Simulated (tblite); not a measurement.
Species: C5H11BO2Si.
Geometry (GFN2-xTB, Å), atoms numbered from 1 in this order:
```
atom  x, y, z in Å
C1    -1.344    1.819   -0.134
B2    -1.148    0.305    0.269
Si3   -2.649   -0.726    1.021
C4     0.244   -0.369    0.058
C5     0.412   -1.840    0.324
C6     1.302    0.351   -0.341
O7     2.556   -0.196   -0.523
C8     3.544    0.600   -0.914
O9     3.481    1.774   -1.128
H10   -2.375    2.161   -0.062
H11   -1.001    2.032   -1.146
H12   -0.754    2.462    0.520
H13   -3.860    0.072    1.272
H14   -2.359   -1.383    2.307
H15   -3.094   -1.818    0.137
H16    0.172   -2.057    1.363
H17    1.427   -2.170    0.120
H18   -0.277   -2.411   -0.295
H19    1.258    1.413   -0.544
H20    4.459   -0.007   -1.018
```

Computed values, GFN2-xTB/tblite, gas phase, harmonic and unscaled. The method is semi-empirical: single wavenumbers can be off by several per cent or more. Modes of hydrogen on silicon can be 10 to 20 % off. One conformer, not necessarily the lowest. The optimisation stopped once no atom felt more than 0.01 eV/Å.

Lowest wavenumbers of the output (negative numbers stand for imaginary wavenumbers):
```
mode    cm-1
  1     -36.8
  2      45.3
  3      54.2
  4      72.5
  5      95.7
  6     110.3
  7     135.2
  8     169.0
  9     250.1
 10     260.9
 11     267.3
 12     331.9
 13     361.9
 14     419.9
 15     462.2
```

Task: Is this structure a minimum?

Result: Not by this Hessian. 1 mode is imaginary beyond 20i (37i cm⁻¹), so at this level the point lies at or near a first-order saddle. The curvature is small, so loose convergence or finite differences may be the whole cause.

Task: Which atoms move in the imaginary mode?

Result: 37i: Si3 (SiH3 silicon) 22 %, C1 (sp3 carbon bound to boron) 15 %, C5 (allylic carbon) 15 %, H10 (methyl hydrogen) 12 %. These are shares of the mass-weighted motion.

Task: What is the remedy?

Result: Step along that mode in both directions, optimise again with tighter thresholds and repeat the frequencies. The zero-point energy of this point (91.8 kcal/mol) counts the 53 real modes alone, and thermal corrections from it aren't those of a minimum.
